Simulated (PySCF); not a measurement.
# Cu⁺: interval between two levels

Cu⁺ [Ar] 3d10 → Cu⁺ [Ar] 3d9 4p1 [3F4, M_J = 4], as a difference of total energies. Computed with PySCF 2.14 in x2c-TZVPall-2c with one added diffuse shell each of s, p, d type (7s8p5d1f, 63 functions), with the two-component X2C-1e Hamiltonian. Correlated levels: [Ne] frozen; the 6 highest virtual spinors dropped. "Screened" scales the spin-orbit matrix elements by Boettger's factors to mimic the two-electron term; Breit and QED terms are absent.

```csv
method,interval between two levels (cm⁻¹)
GHF (spin-free),49376
GMP2 (spin-free),76513
GHF (screened spin-orbit),48739
GMP2 (screened spin-orbit),75901
```

Errors of the correlated levels include the incompleteness of this basis and the frozen core.

The labels give the starting determinants; with spin-orbit coupling the two ends relaxed to ⟨J²⟩ = 0.00, ⟨L²⟩ = 0.00, ⟨S²⟩ = 0.00 and ⟨J²⟩ = 20.01, ⟨L²⟩ = 12.01, ⟨S²⟩ = 2.00.

For comparison: 68731 cm⁻¹ (measured; NIST Handbook of Basic Atomic Spectroscopic Data (Sansonetti and Martin, J. Phys. Chem. Ref. Data 34, 1559 (2005))).
